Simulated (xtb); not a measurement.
C2H7O, SMILES [OH+](C)C, charge +1. All values are semi-empirical tight-binding results from xtb (GFN2-xTB unless named), good for trends rather than for accurate numbers. The structure is a stationary point at GFN2-xTB. The isomer is the one that the SMILES or the coordinates give; other isomers of the formula were not compared.

Optimised geometry:

Bond lengths (Å): C1–O2 1.450, C1–H4 1.091, C1–H5 1.089, C1–H6 1.089, O2–C3 1.450, O2–H7 0.980, C3–H8 1.089, C3–H9 1.089, C3–H10 1.091. Angles (°): O2–C1–H4 111.9, O2–C1–H5 107.8, O2–C1–H6 108.0, H4–C1–H5 109.8, H4–C1–H6 110.3, H5–C1–H6 109.0, C1–O2–C3 113.8, C1–O2–H7 109.0, C3–O2–H7 109.0, O2–C3–H8 108.0, O2–C3–H9 107.8, O2–C3–H10 111.9, H8–C3–H9 109.0, H8–C3–H10 110.3, H9–C3–H10 109.8.
Charge +1, spin multiplicity 1.

Problem. Estimate the properties. (Estimate from the structure and the level; the computed values follow.)

Solution. 
| Quantity | Value |
|---|---|
| point group as xtb finds it | Cs |
| orbital gap | 10.25 eV |
| zero-point energy | 56.0 kcal/mol |
| G − E(el) at 298.15 K (modified RRHO) | 39.8 kcal/mol |
| static polarisability (D4 model) | 31.5 bohr³ |
| solvation energy, GFN2-xTB/ALPB(water) | -67.8 kcal/mol |
| solvation energy, GFN2-xTB/ALPB(benzene) | -48.6 kcal/mol |

Computed IR lines (harmonic; lines under 4 % of the strongest left out, lines within 3 cm⁻¹ merged):
ν (cm⁻¹): 823 (vs), 986 (m), 1034 (w), 1154 (w), 1246 (m), 1390 (w), 1423 (m), 1437 (m), 3054 (w), 3058 (w), 3252 (s) (against the strongest line: vs over 80 %, s over 45 %, m over 15 %, w over 4 %, vw less)

Computed atomic charges and the Wiberg bond orders between heavy atoms:
charges (e) C1 -0.04, O2 -0.08, C3 -0.04, H4 0.12, H5 0.14, H6 0.13, H7 0.38, H8 0.13, H9 0.14, H10 0.12. Bond orders C1–O2 0.89, O2–C3 0.89.
